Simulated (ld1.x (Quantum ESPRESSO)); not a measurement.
## How hard is this iron ultrasoft potential?

Fe, ultrasoft, made with ld1.x (Quantum ESPRESSO) 7.5 (LDA (PZ), scalar-relativistic). Core [Ne], reference 3s2 3p6 3d6 4s2 4p0. Waves: 3s (bound): rcut 1.10, rcutus 1.30 bohr; 4s (bound): rcut 1.10, rcutus 1.30 bohr; 3p (bound): rcut 1.25, rcutus 1.35 bohr; 4p (bound, empty): rcut 1.25, rcutus 1.35 bohr; 3d (bound): rcut 1.00, rcutus 1.35 bohr; 3d channel at 3.1 Ry: rcut 1.00, rcutus 1.35 bohr. Local part: all-electron potential smoothed inside 1.15 bohr (lloc = -2). Core correction: Bessel-smoothed model core inside 0.60 bohr. Augmentation charge: PSQ, inside the norm-conserving radii.

The pseudo-atom Hamiltonian at the reference potential is diagonalised in spherical Bessel functions j_l(qr) that vanish at 20 bohr, with q² up to the cutoff. All-electron valence levels (Ry): 3s -6.8730, 4s -0.4034, 3p -4.4045, 4p -0.1055, 3d -0.5696.

Task: How do the lowest levels (Ry) of each channel move with the cutoff, and are there ghosts?

Result:

```
cutoff (Ry)     s #1     s #2    s #3     p #1     p #2    p #3     d #1    f #1  Σ f·Δε (mRy)
          8  -6.0957  -0.2897  0.0176  -2.5985  -0.0346  0.0659   0.0575  0.1126       16386.0
         15  -6.6961  -0.3486  0.0118  -3.9265  -0.0694  0.0554   0.0150  0.1126        6844.0
         25  -6.8559  -0.3795  0.0089  -4.3247  -0.0856  0.0520  -0.3471  0.1126        1900.8
         40  -6.8726  -0.3992  0.0070  -4.4000  -0.0950  0.0502  -0.5454  0.1126         186.6
         50  -6.8727  -0.4028  0.0066  -4.4039  -0.1005  0.0492  -0.5657  0.1126          33.5
         70  -6.8731  -0.4035  0.0066  -4.4044  -0.1052  0.0483  -0.5693  0.1126           7.2
        100  -6.8731  -0.4035  0.0066  -4.4047  -0.1055  0.0483  -0.5700  0.1126           1.3
        140  -6.8732  -0.4036  0.0066  -4.4048  -0.1055  0.0483  -0.5700  0.1126           0.3
        400  -6.8732  -0.4036  0.0066  -4.4048  -0.1055  0.0483  -0.5701  0.1126           0.0
```

Result: no extra level below or beside the all-electron valence levels (s, p, d, f tested); 10 mRy is reached at 70 Ry and 1 mRy at 110 Ry.
